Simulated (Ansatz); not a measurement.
Born–Oppenheimer molecular dynamics of BrClF₂H₃NTi (9 atoms, charge 0, multiplicity 1). It starts at the highest image of a converged band, a first-order saddle point between two minima.

Level of theory: RHF/def2-SVP (Ansatz).

```json
{
  "ensemble": "NVE (velocity Verlet)",
  "time step": "0.5 fs",
  "steps asked": "200",
  "starting velocities drawn for": "300 K",
  "seed": "3639"
}
```

First frame:

```xyz
9
Properties=species:S:1:pos:R:3
Ti 0.144 -0.110 0.108
N 0.125 0.218 2.038
H -0.778 0.247 2.492
H 0.749 -0.342 2.603
Cl 2.182 -0.333 -0.628
F -0.909 0.956 -0.707
F -0.589 -1.649 -0.045
Br 1.213 2.924 1.504
H 0.606 1.456 1.997
```

(1) What does the run give?

(2) What happens to the structure?

(3) How do temperature and energy run in time?

Results:

(1) The run went to its last step.

- steps done: 200
- time covered: 100 fs
- mean temperature over the second half: 837 K
- spread of the potential energy over the second half: 11.4 meV per atom
- mean potential energy of the second half above the start: -54.0 meV per atom

The conserved energy stayed within 0.25 meV per atom of its start (net change -0.17 meV per atom), so the integration is sound. The kinetic energy rose, since the run started high on the potential surface and went downhill. It ends in pieces (BrH + ClF2H2NTi), so much of that is their flight and rotation, not heat. A run of 0.1 ps of so small a system gives no equilibrium averages. The orbitals stay closed-shell, which can raise the energy where a bond breaks towards radicals; this wasn't checked here.

(2) Between its relaxed ends the band would form Ti1–Br8, N2–H9 and break Br8–H9. These pairs go: Ti1–Br8 3.51 → 4.40 Å, N2–H9 1.33 → 4.98 Å, Br8–H9 1.66 → 1.44 Å. In the last frame they stand as before the step (other bonds may differ from the relaxed reactants and products). It ends as BrH + ClF2H2NTi. Pairs count as bonded within 1.25 times the sum of covalent radii (0.12 Å more for H–H). This is one draw of velocities; another would differ in detail.

(3) 
```csv
time (fs),T (K),potential energy less start (eV),conserved less start (meV/atom)
0,300,0.000,0.00
5,249,0.046,0.06
10,387,-0.080,-0.14
15,423,-0.113,-0.14
20,378,-0.070,0.04
25,401,-0.090,0.20
30,521,-0.200,0.06
35,673,-0.339,-0.21
40,708,-0.371,-0.18
45,641,-0.309,-0.05
50,659,-0.325,-0.03
55,587,-0.259,0.11
60,689,-0.351,0.04
65,775,-0.430,-0.02
70,958,-0.597,-0.21
75,975,-0.612,-0.23
80,816,-0.467,0.06
85,793,-0.445,0.20
90,840,-0.488,0.08
95,1007,-0.642,-0.21
100,974,-0.612,-0.17
```

Time of the run: 7.6 min on 4 threads of Arm Neoverse V1 (shared host), peak memory 0.41 GiB.
